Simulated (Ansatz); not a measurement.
Cd₄. Total charge 0; singlet. Geometry relaxed at B3LYP/def2-SVP.

```tsv
atom	x (Å)	y (Å)	z (Å)
Cd1	-0.904	-1.919	-0.319
Cd2	0.230	0.342	2.105
Cd3	-1.250	1.527	-0.840
Cd4	1.924	0.050	-0.947
```

In the def2 sets Cd takes a core potential; there is no spin–orbit coupling. The structure comes from a short search, and lower isomers may exist.

**Question.** Estimate the harmonic wavenumbers at RKS B3LYP/def2-SVP (Ansatz, unscaled). Is this a minimum?

**Answer.** 30, 30, 34, 34, 34, 36 cm⁻¹. Yes, no mode is imaginary beyond noise. Zero-point energy 1.2 kJ/mol. It took 51 s on 4 threads of Arm Neoverse V1 on a shared host.
